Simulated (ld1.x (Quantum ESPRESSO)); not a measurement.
# Pseudopotential generation for Ge: ultrasoft, LDA (PZ), scalar-relativistic.

ld1.x (Quantum ESPRESSO) 7.5 input, shortened:

```
&input
   title='Ge', zed=32., rel=1, dft='PZ', iswitch=3,
   config='[Ar] 3d10 4s2 4p2 4d-2'
 /
 &inputp
   pseudotype=3, tm=.true., lloc=-1, rcloc=2.16,
   nlcc=.true., new_core_ps=.true.
 /
6
4S  1  0   2.00   0.00  1.64  2.10  0.0
4S  1  0   0.00   0.10  1.64  2.10  0.0
4P  2  1   2.00   0.00  1.92  2.34  0.0
4P  2  1   0.00   1.45  1.92  2.34  0.0
4D  3  2  -2.00  -0.10  1.70  2.28  0.0
4D  3  2  -2.00   1.75  1.70  2.28  0.0
 &test
   configts(1)='4s2 4p2'
 /
```

- Cutoffs needed: 8 Ry and 12 Ry (the cutoffs (Ry, on a coarse ladder) from which the occupation-weighted sum of valence levels, in a spherical-Bessel basis at the reference potential, stays within 10 and 1 mRy of its value at 400 Ry)
- Ghost test: no extra level below or beside the all-electron valence levels (s, p, d, f tested) (spherical-Bessel basis up to 400 Ry, 20 bohr box)
- Largest excitation error: -266 meV (all-electron minus pseudo) for 4s1 4p0, out of 7 test configurations
- Lowest eigenvalue of the overlap operator: 0.38 (s channel)
